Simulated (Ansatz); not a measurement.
C4H7BFN (SMILES C#CB(F)N(C)C), singlet, geometry from GFN2-xTB, with bond 13-8 at 1.4 times its length; SC-NEVPT2/STO-3G, CASSCF(2,4) (Ansatz, a first-principles code).

Ansatz was given this input:
Ansatz 0.2 input:
```yaml
crystal:
  periodic: [false, false, false]
  atoms:
    - {symbol: B, position_ang: [-0.35818016, 0.27796171, -0.40783372]}
    - {symbol: C, position_ang: [-0.40962992, -0.86211895, -1.41898133]}
    - {symbol: C, position_ang: [-0.46939752, -1.74287797, -2.23547231]}
    - {symbol: H, position_ang: [-0.51872337, -2.51609064, -2.94671552]}
    - {symbol: F, position_ang: [-1.02789893, 1.41400794, -0.67286848]}
    - {symbol: N, position_ang: [0.35414071, 0.19503656, 0.78253331]}
    - {symbol: C, position_ang: [1.11309296, -0.96501295, 1.18569624]}
    - {symbol: C, position_ang: [0.41041972, 1.26896285, 1.74880163]}
    - {symbol: H, position_ang: [2.16681694, -0.70256212, 1.32156185]}
    - {symbol: H, position_ang: [0.73324472, -1.35819898, 2.13374380]}
    - {symbol: H, position_ang: [1.03472007, -1.73701439, 0.42416024]}
    - {symbol: H, position_ang: [0.01055879, 0.93518197, 2.71116943]}
    - {symbol: H, position_ang: [1.85936693, 1.72036220, 1.95806957]}
    - {symbol: H, position_ang: [-0.17590439, 2.11243937, 1.39478777]}
basis:
  gaussian:
    orbitals: STO-3G
magnetization: {spin_polarized: false}
correlation: {method: sc_nevpt2, electrons: all, active_space: {window: {electrons: 2, orbitals: 4}}}
```

It wrote (shortened):

```
Functional definition: HF
586 factors; integrals over basis functions are off by at most 5.7e-5 eV
mean field evaluation 1: about -8971.3896 eV, gradient 2.6e1 eV
mean field evaluation 2: about -8971.6444 eV, gradient 2.6e1 eV
mean field evaluation 4: about -8974.2442 eV, gradient 2.0e0 eV
mean field evaluation 8: about -8974.2580 eV, gradient 2.9e-4 eV
mean field -8974.25794969 eV, -329.7978966808 hartree, gradient 1.3e-6 eV, S^2 0.000000; 0 other end points of the search recorded, 0 dependent functions left out; unrestricted orbitals would lower it
reference -8974.25794969 eV, -329.7978966808 hartree; 26, 26 occupied and 16, 16 virtual orbitals, 586 factors
state -8975.35060667 eV, -329.8380510839 hartree
state -8975.35060667 eV, -329.8380510839 hartree; corrected -8984.74198807 eV, -330.1831779846 hartree
state -8975.13638626 eV, -329.8301786291 hartree
state -8975.13638626 eV, -329.8301786291 hartree; corrected -8984.22693276 eV, -330.1642500512 hartree
state -8975.35060667 eV, -329.8380510839 hartree; corrected -8984.74198807 eV, -330.1831779846 hartree
the orbitals are reached from a further start. From the first start the search ends at -8975.13638433 eV, -329.8301785583 hartree
Total energy: -8984.74198807 eV, -330.1831779846 hartree
```
